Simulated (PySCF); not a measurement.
Static polarisabilities and like-pair C6 coefficients by linear response at CAM-B3LYP/def2-SVPD (PySCF, frozen core in the response, non-relativistic, gas phase), PBE0-D3(BJ)/def2-SVP geometries, one conformer each; atomic units unless stated. Spin–orbit coupling is left out although an atom past zinc is present.

```json
{"label": "P", "species": "`[BH3-][AsH2+]C(C)C`", "α": "88.5", "C6": "2962"}
{"label": "Q", "species": "`C=C([Se]C)C(C)C`", "α": "102.4", "C6": "4049"}
{"label": "R", "species": "`[BH3-][AsH2+]CCC`", "α": "89.4", "C6": "3006"}
{"label": "S", "species": "`S1(CCCCC1)(=O)=O`", "α": "82.0", "C6": "3090"}
{"label": "T", "species": "`CS(=O)(=O)C1CCC1`", "α": "82.9", "C6": "3128"}
```

Q: Estimate the unlike-pair coefficients by the rule C6(AB) = 2·C6(AA)·C6(BB) / [C6(AA)·αB/αA + C6(BB)·αA/αB], and compare with the geometric mean, for PQ, PR, PS, QS, QT, RS, RT and ST.

A: 
```tsv
pair	combination rule	geometric mean	ratio
PQ	3463	3463	1.000
PR	2984	2984	1.000
PS	3011	3025	0.995
QS	3524	3537	0.996
QT	3547	3559	0.997
RS	3032	3048	0.995
RT	3053	3066	0.995
ST	3109	3109	1.000
```

The rule is exact for one-pole polarisabilities and never exceeds the geometric mean; the two meet where both partners have the same effective excitation energy. These unlike-pair values are estimates, not computed integrals.
